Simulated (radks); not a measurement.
Spherical quantum dot in the effective-mass picture: electrons in a parabolic well V = omega^2 r^2 / 2 with omega = 0.313, with a point charge +1 (a donor) at the centre, all in effective atomic units (hartree* = m*/eps^2 hartree, bohr* = eps/m* bohr), one dielectric constant everywhere. Calculated with a radial shooting solver with Libxc functionals: non-relativistic Kohn-Sham, exchange-only LDA, spin-polarised, spherical densities. Levels are named by radial order and angular momentum (1s, 1p, 1d, 2s, ...), and open shells are averaged over m.

N = 8, configuration 1s2 1p6. This is the lowest configuration that the search found. Occupied and some empty levels:

| level | occupation | eigenvalue (hartree*) | <r> (bohr*) |
|---|---|---|---|
| 1s | 2 | 2.2224 | 1.976 |
| 1p | 6 | 2.4953 | 3.404 |
| 2s | 0 | 2.5904 | 3.304 |
| 1d | 0 | 2.6919 | 3.941 |
| 1f | 0 | 2.9033 | 4.344 |

Energy (hartree*): total 10.5707, kinetic 2.0932, external 0.70421, Hartree 9.3827, exchange-correlation -1.6094. Static polarisability (adiabatic kernel): 81.63 bohr*^3, against N/omega^2 = 81.66 from the generalised Kohn theorem, which the central charge breaks.

Electron density:

| r (bohr*) | n(r) (e/bohr*^3) |
|---|---|
| 0.131 | 0.2803 |
| 0.461 | 0.1518 |
| 0.791 | 0.08964 |
| 1.12 | 0.05935 |
| 1.45 | 0.04433 |
| 1.78 | 0.03653 |
| 2.11 | 0.03190 |
| 2.44 | 0.02836 |
| 2.77 | 0.02487 |
| 3.10 | 0.02105 |
| 3.43 | 0.01694 |
| 3.76 | 0.01283 |
| 4.09 | 0.009086 |
| 4.42 | 0.005982 |
| 4.75 | 0.003649 |
| 5.08 | 0.002059 |
| 5.41 | 0.001073 |
| 5.74 | 0.0005178 |
| 6.07 | 0.0002302 |
| 6.40 | 0.00009464 |
